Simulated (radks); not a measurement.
Spherical quantum dot in the effective-mass picture: electrons in a parabolic well V = omega^2 r^2 / 2 with omega = 0.805, all in effective atomic units (hartree* = m*/eps^2 hartree, bohr* = eps/m* bohr), one dielectric constant everywhere. Calculated with a radial shooting solver with Libxc functionals: non-relativistic Kohn-Sham, r2SCAN, spin-polarised, spherical densities, generalised Kohn-Sham scheme. Levels are named by radial order and angular momentum (1s, 1p, 1d, 2s, ...), and open shells are averaged over m. Results are scaled to m* = 0.035 and eps = 4.4, for which hartree* = 49.19 meV and bohr* = 6.653 nm.

N = 30, configuration 1s2 1p6 1d10 2s2 1f(up 7, down 3). This is the lowest configuration that the search found. Occupied and some empty levels:

level    occupation  eigenvalue (meV)  <r> (nm)
1s up             1            577.72     13.90
1s down           1            578.22     13.58
1p up             3            592.91     17.31
1p down           3            594.26     17.07
1d up             5            610.31     19.54
1d down           5            612.30     19.42
2s up             1            614.43     16.45
2s down           1            615.87     16.64
1f up             7            629.98     21.22
1f down           3            632.37     21.18
2p up             0            637.58     18.25
2p down           0            638.92     18.35
1g up             0            651.78     22.61
1g down           0            654.41     22.63
2d up             0            662.10     20.05
2d down           0            663.67     20.09

Energy (meV): total 11632.6, kinetic 1043.7, external 4238.6, Hartree 6949.4, exchange-correlation -599.20.

Electron density:

r (nm)  n(r) (e/nm^3)
0.792       0.0006347
3.78        0.0005635
6.77        0.0004648
9.75        0.0004272
12.7        0.0004710
15.7        0.0005261
18.7        0.0004975
21.7        0.0003585
24.7        0.0001845
27.7       0.00006513
30.7       0.00001537
33.6        2.413e-06
36.6        2.549e-07
39.6        1.827e-08
